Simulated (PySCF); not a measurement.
Species: C₂H₆Cl₂SSi.
Cartesian coordinates in Å at the PBE0-D3(BJ)/def2-SVP level; atoms count from 1:
```
atom  x, y, z in Å
C1     2.4449   -0.1281    0.0555
S2     0.8772   -0.8387   -0.5498
Si3   -0.4846    0.1145    0.7948
C4    -2.1938    0.0409   -0.0356
Cl5   -2.6256   -1.6554   -0.3660
Cl6   -3.3770    0.8403    1.0348
H7     2.6705   -0.4577    1.0792
H8     3.2316   -0.5027   -0.6128
H9     2.4349    0.9701    0.0095
H10   -0.6004   -0.5518    2.1226
H11   -0.0966    1.5460    0.9724
H12   -2.2214    0.5698   -0.9972
```

The calculation used PBE0-D3(BJ)/def2-SVP geometry optimisation, gas phase (PySCF 2.14.0).

Take the most abundant isotopes and a rigid rotor. The values belong to one conformer with, in the numbering `[CH3:1][S:2][SiH2:3][CH:4]([Cl:5])[Cl:6]`, C1–S2–Si3–C4 159°, S2–Si3–C4–Cl5 58°.

Q: Give the principal moments of inertia and the rotational constants in MHz.

A: Ia = 187.99, Ib = 641.04, Ic = 799.11 u·Å²; 505379 MHz·u·Å²/I gives A = 2688, B = 788.4, C = 632.4 MHz.

Q: Classify the top.

A: An asymmetric top: κ = (2 × 788.4 − 2688 − 632.4)/(2688 − 632.4) = -0.85.

Q: Is it planar, by Δ = Ic − Ia − Ib?

A: Not planar: Δ = Ic − Ia − Ib = -29.92 u·Å². For a rigid frame Δ = −2 Σ m c², so Σ m c² = 14.96 u·Å² lies off the ab plane: 7.33 from hydrogen and 7.63 from heavier atoms. The atom farthest from that plane is 1.78 Å away.

Q: Which lines would a microwave search look for?

A: The dipole components are |μa| = 2.00 D, |μb| = 1.60 D, |μc| = 0.49 D. The squared components, which scale the intensities, stand as 1.00 : 0.63 : 0.06 (a : b : c). Some of the stronger lines:

| type | branch | J(Ka,Kc) | MHz | lower level (cm⁻¹) |
| --- | --- | --- | --- | --- |
| a | Q | 2(1,1) ← 2(1,2) | 468 | 0.200 |
| b | R | 2(0,2) ← 1(1,1) | 932 | 0.111 |
| a | R | 1(0,1) ← 0(0,0) | 1421 | 0.000 |
| c | Q | 2(1,2) ← 2(0,2) | 1753 | 0.142 |
| c | Q | 1(1,1) ← 1(0,1) | 1900 | 0.047 |
| b | Q | 1(1,0) ← 1(0,1) | 2056 | 0.047 |
| b | Q | 2(1,1) ← 2(0,2) | 2221 | 0.142 |
| a | R | 2(1,2) ← 1(1,1) | 2686 | 0.111 |
| a | R | 2(0,2) ← 1(0,1) | 2832 | 0.047 |
| a | R | 2(1,1) ← 1(1,0) | 2998 | 0.116 |
| b | R | 1(1,1) ← 0(0,0) | 3321 | 0.000 |
| c | R | 1(1,0) ← 0(0,0) | 3477 | 0.000 |
| b | R | 2(1,2) ← 1(0,1) | 4586 | 0.047 |
| c | R | 2(1,1) ← 1(0,1) | 5053 | 0.047 |
| c | Q | 2(2,1) ← 2(1,1) | 5700 | 0.216 |
| b | Q | 2(2,0) ← 2(1,1) | 5709 | 0.216 |
| b | Q | 2(2,1) ← 2(1,2) | 6168 | 0.200 |
| b | R | 2(2,1) ← 1(1,0) | 8698 | 0.116 |
| c | R | 2(2,0) ← 1(1,0) | 8707 | 0.116 |
| c | R | 2(2,1) ← 1(1,1) | 8853 | 0.111 |
| b | R | 2(2,0) ← 1(1,1) | 8863 | 0.111 |

Q: Estimate the classical rotational partition function at 50 K, 298.15 K and 500 K.

A: Point group C1, symmetry number σ = 1; q = (√π/σ)·√((kT/h)³/(ABC)), k/h = 20836.6 MHz/K: 51500 at 50 K, 750000 at 298.15 K, 1630000 at 500 K.

Stationary, but not proved a minimum. These are rigid-rotor constants of the computed structure; measured ground-state constants (B0) also hold zero-point vibration. A rigid rotor knows nothing of internal rotation, which can split or shift real lines. Quadrupole hyperfine structure (35Cl) is left out.

On an Arm Neoverse V1 with one thread, no GPU, shared host, this took 1.9 min of wall time and 0.55 GiB of memory at its peak. This is the geometry optimisation.
